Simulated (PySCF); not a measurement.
PySCF input for SiH2FBr, SMILES F[SiH2]Br, TDA-M06-2X/def2-SVPD. Coordinates come from a PBE0-D3(BJ)/def2-TZVP optimisation.

```python
import numpy as np
from pyscf import gto, scf, dft, tdscf

mol = gto.M(
    atom='''
    Si    0.51786035    1.09087877   -0.00000000
    F    -0.78934239    1.99639493    0.00000000
    Br   -0.07710962   -1.02803396   -0.00000000
    H     1.27643673    1.37066578    1.23393670
    H     1.27643672    1.37066579   -1.23393670
    ''',
    basis='def2-SVPD',
    charge=0,
    spin=0,
    symmetry=True,
    max_memory=1600,
    verbose=4,
)
mf = dft.RKS(mol, xc='m06-2x').density_fit(auxbasis='def2-universal-jkfit')
mf.grids.level = 4
mf.conv_tol = 1e-9
mf.max_cycle = 100
mf.kernel()
mf.grids = dft.Grids(mol).set(level=2).build(with_non0tab=True)  # coarser grid for the response kernel
td = tdscf.TDA(mf)
td.singlet = True
td.nstates = 10
td.conv_tol = 1e-4
td.kernel(x0=td.get_init_guess(mf, 15))
td.analyze()
tt = tdscf.TDA(mf)
tt.singlet = False
tt.nstates = 4
tt.conv_tol = 1e-4
tt.kernel(x0=tt.get_init_guess(mf, 9))
tt.analyze(verbose=3)
```

Output:

```
PySCF version 2.14.0

[INPUT] verbose = 4
[INPUT] num. atoms = 5
[INPUT] num. electrons = 60
[INPUT] charge = 0
[INPUT] spin (= nelec alpha-beta = 2S) = 0
[INPUT] symmetry True subgroup None
[INPUT] Mole.unit = angstrom
[INPUT] Symbol           X                Y                Z      unit          X                Y                Z       unit  Magmom
[INPUT]  1 Si     0.517860350000   1.090878770000   0.000000000000 AA    0.978614232271   2.061462110402   0.000000000000 Bohr   0.0
[INPUT]  2 F     -0.789342390000   1.996394930000   0.000000000000 AA   -1.491640935610   3.772639654170   0.000000000000 Bohr   0.0
[INPUT]  3 Br    -0.077109620000  -1.028033960000   0.000000000000 AA   -0.145716063369  -1.942702631152   0.000000000000 Bohr   0.0
[INPUT]  4 H      1.276436730000   1.370665780000   1.233936700000 AA    2.412115835035   2.590182932513   2.331802418050 Bohr   0.0
[INPUT]  5 H      1.276436720000   1.370665790000  -1.233936700000 AA    2.412115816138   2.590182951411  -2.331802418050 Bohr   0.0

nuclear repulsion = 239.756083930372
point group symmetry = Cs
symmetry origin: [4.40936094e-09 3.77945216e-09 0.00000000e+00]
symmetry axis x: [1.00000000e+00 2.16869588e-09 1.26123596e-09]
symmetry axis y: [ 2.16869588e-09 -1.00000000e+00  1.36750486e-10]
symmetry axis z: [-1.26123596e-09  1.36750468e-10  1.00000000e+00]
num. orbitals of irrep A' = 69
num. orbitals of irrep A" = 35
number of shells = 42
number of NR pGTOs = 178
number of NR cGTOs = 104
basis = def2-SVPD
ecp = {}


******** <class 'pyscf.df.df_jk.DFSymAdaptedRKS'> ********
method = DFSymAdaptedRKS
initial guess = minao
damping factor = 0
level_shift factor = 0
DIIS = <class 'pyscf.scf.diis.CDIIS'>
diis_start_cycle = 1
diis_space = 8
diis_damp = 0
SCF conv_tol = 1e-09
SCF conv_tol_grad = None
SCF max_cycles = 100
direct_scf = False
XC library pyscf.dft.libxc version 7.1.2
    S. Lehtola, C. Steigemann, M. J. T. Oliveira, and M. A. L. Marques,  SoftwareX 7, 1–5 (2018)
XC functionals = m06-2x
    Y. Zhao and D. G. Truhlar,  Theor. Chem. Acc. 120, 215 (2008)
    Y. Zhao and D. G. Truhlar,  Theor. Chem. Acc. 120, 215 (2008)
radial grids:
    Treutler-Ahlrichs [JCP 102, 346 (1995); DOI:10.1063/1.469408] (M4) radial grids

becke partition: Becke, JCP 88, 2547 (1988); DOI:10.1063/1.454033
pruning grids: <function nwchem_prune>
grids dens level: 4
symmetrized grids: True
atomic radii adjust function: <function treutler_atomic_radii_adjust>
small_rho_cutoff = 0
Freeze 0 electrons in irreps []
    60 free electrons in irreps A' A"
Set gradient conv threshold to 3.16228e-05
Initial guess from minao.
tot grids = 119360
******** <class 'pyscf.df.df.DF'> ********
auxbasis = def2-universal-jkfit
init E= -2963.32448982593
HOMO (A") = -0.344806860568065  LUMO (A') = -0.0125184793171398  gap/eV = 9.04203
cycle= 1 E= -2964.26364126393  delta_E= -0.939  |g|= 0.461  |ddm|= 2.56
HOMO (A") = -0.36517454477039  LUMO (A') = -0.00731071559101926  gap/eV = 9.73797
cycle= 2 E= -2964.25840703921  delta_E= 0.00523  |g|= 0.54  |ddm|= 0.942
HOMO (A") = -0.366093443746192  LUMO (A') = 0.0110857539880178  gap/eV = 10.26357
cycle= 3 E= -2964.30936133519  delta_E= -0.051  |g|= 0.0363  |ddm|= 0.426
HOMO (A") = -0.366152796611014  LUMO (A') = 0.0159792742456664  gap/eV = 10.39834
cycle= 4 E= -2964.30963095057  delta_E= -0.00027  |g|= 0.014  |ddm|= 0.0729
HOMO (A") = -0.365035259096526  LUMO (A') = 0.0156364186869506  gap/eV = 10.35860
cycle= 5 E= -2964.30968632103  delta_E= -5.54e-05  |g|= 0.00404  |ddm|= 0.0258
HOMO (A") = -0.365298791551552  LUMO (A') = 0.0155913461113935  gap/eV = 10.36455
cycle= 6 E= -2964.30968893354  delta_E= -2.61e-06  |g|= 0.000463  |ddm|= 0.00577
HOMO (A") = -0.365282690081428  LUMO (A') = 0.0155773753051482  gap/eV = 10.36373
cycle= 7 E= -2964.3096889741  delta_E= -4.06e-08  |g|= 0.00013  |ddm|= 0.000817
HOMO (A") = -0.365297853565695  LUMO (A') = 0.0155671060531648  gap/eV = 10.36386
cycle= 8 E= -2964.30968897929  delta_E= -5.19e-09  |g|= 2.04e-05  |ddm|= 0.000243
HOMO (A") = -0.365293052137112  LUMO (A') = 0.0155684643796334  gap/eV = 10.36377
cycle= 9 E= -2964.30968897949  delta_E= -1.96e-10  |g|= 4.01e-06  |ddm|= 5.24e-05
HOMO (A") = -0.365294554498604  LUMO (A') = 0.0155682598695437  gap/eV = 10.36381
Extra cycle  E= -2964.3096889795  delta_E= -5.91e-12  |g|= 2.98e-06  |ddm|= 1.16e-05
converged SCF energy = -2964.3096889795
tot grids = 47352


******** <class 'pyscf.tdscf.rks.TDA'> for <class 'pyscf.df.df_jk.DFSymAdaptedRKS'> ********
nstates = 10 singlet
deg_eia_thresh = 1.000e-03
wfnsym = None
conv_tol = 0.0001
eigh lindep = 1e-12
eigh level_shift = 0
eigh max_cycle = 100


Excitation energies (eV)
[7.24712533 7.43552176 7.59504824 8.10362453 8.24932118 8.62806329
 8.86386529 9.07304096 9.12173914 9.12797748]

** Singlet excitation energies and oscillator strengths **
Excited State   1:   A"      7.24713 eV    171.08 nm  f=0.0281
      30 -> 31        0.55936
      30 -> 32        0.37890
      30 -> 38       -0.11688
Excited State   2:   A"      7.43552 eV    166.75 nm  f=0.0004
      30 -> 31       -0.37318
      30 -> 32        0.52643
      30 -> 33        0.19980
      30 -> 36        0.14337
Excited State   3:   A'      7.59505 eV    163.24 nm  f=0.0274
      29 -> 31        0.57115
      29 -> 32        0.35837
      29 -> 38       -0.15540
Excited State   4:   A'      8.10362 eV    153.00 nm  f=0.0209
      28 -> 31       -0.10201
      29 -> 31        0.32953
      29 -> 32       -0.55616
      29 -> 36       -0.12665
      30 -> 37        0.11987
Excited State   5:   A"      8.24932 eV    150.30 nm  f=0.0057
      30 -> 32        0.17034
      30 -> 33       -0.62877
      30 -> 34       -0.17156
      30 -> 39       -0.10899
Excited State   6:   A'      8.62806 eV    143.70 nm  f=0.0685
      29 -> 32       -0.11932
      29 -> 33        0.63900
      29 -> 34        0.13804
      29 -> 38       -0.12964
      29 -> 39        0.12365
Excited State   7:   A"      8.86387 eV    139.88 nm  f=0.0065
      27 -> 31        0.39371
      30 -> 33       -0.13714
      30 -> 34        0.53357
Excited State   8:   A"      9.07304 eV    136.65 nm  f=0.0349
      27 -> 31        0.40036
      27 -> 32       -0.40482
      27 -> 33       -0.15487
      27 -> 36       -0.11890
      29 -> 37        0.11214
      30 -> 34       -0.28168
Excited State   9:   A'      9.12174 eV    135.92 nm  f=0.0885
      28 -> 31       -0.42236
      28 -> 32        0.38141
      28 -> 33        0.15499
      28 -> 36        0.11001
      30 -> 35        0.34642
Excited State  10:   A'      9.12798 eV    135.83 nm  f=0.0174
      28 -> 31        0.33098
      29 -> 36       -0.10444
      30 -> 35        0.50975
      30 -> 37        0.28516

** Transition electric dipole moments (AU) **
state          X           Y           Z        Dip. S.      Osc.
  1        -0.0000     -0.0000      0.3980      0.1584      0.0281
  2         0.0000      0.0000     -0.0479      0.0023      0.0004
  3         0.3684      0.1077     -0.0000      0.1473      0.0274
  4        -0.0839      0.3131     -0.0000      0.1051      0.0209
  5        -0.0000      0.0000      0.1681      0.0283      0.0057
  6        -0.5044      0.2640     -0.0000      0.3241      0.0685
  7         0.0000     -0.0000      0.1727      0.0298      0.0065
  8         0.0000     -0.0000     -0.3965      0.1572      0.0349
  9        -0.1180     -0.6182      0.0000      0.3962      0.0885
 10        -0.2069     -0.1876      0.0000      0.0780      0.0174

** Transition velocity dipole moments (imaginary part, AU) **
state          X           Y           Z        Dip. S.      Osc.
  1        -0.0000     -0.0000      0.1375      0.0189      0.0473
  2         0.0000      0.0000     -0.0073      0.0001      0.0001
  3         0.1274     -0.0014     -0.0000      0.0162      0.0388
  4        -0.0540      0.0499     -0.0000      0.0054      0.0121
  5        -0.0000      0.0000      0.0145      0.0002      0.0005
  6        -0.1073      0.0817     -0.0000      0.0182      0.0382
  7         0.0000     -0.0000      0.0680      0.0046      0.0095
  8         0.0000     -0.0000     -0.0979      0.0096      0.0192
  9        -0.0117     -0.1726      0.0000      0.0299      0.0595
 10        -0.0767     -0.0468      0.0000      0.0081      0.0160

** Transition magnetic dipole moments (imaginary part, AU) **
state          X           Y           Z
  1         0.6587     -0.1983      0.0000
  2        -0.0103     -0.9227     -0.0000
  3        -0.0000     -0.0000     -0.2061
  4        -0.0000     -0.0000     -0.2604
  5         1.1557     -0.3569     -0.0000
  6         0.0000     -0.0000      0.7298
  7        -1.1056      0.2678     -0.0000
  8        -0.1646     -1.2366     -0.0000
  9        -0.0000     -0.0000      1.2593
 10        -0.0000     -0.0000     -0.8481


******** <class 'pyscf.tdscf.rks.TDA'> for <class 'pyscf.df.df_jk.DFSymAdaptedRKS'> ********
nstates = 4 triplet
deg_eia_thresh = 1.000e-03
wfnsym = None
conv_tol = 0.0001
eigh lindep = 1e-12
eigh level_shift = 0
eigh max_cycle = 100


Excitation energies (eV)
[6.87389876 7.16015783 7.24975366 7.57471452]

** Triplet excitation energies and oscillator strengths **
Excited State   1:   A"      6.87390 eV    180.37 nm  f=0.0000
Excited State   2:   A'      7.16016 eV    173.16 nm  f=0.0000
Excited State   3:   A"      7.24975 eV    171.02 nm  f=0.0000
Excited State   4:   A'      7.57471 eV    163.68 nm  f=0.0000
```

The calculation finished and met its thresholds.

Cost: roughly 3.0 core-minutes.
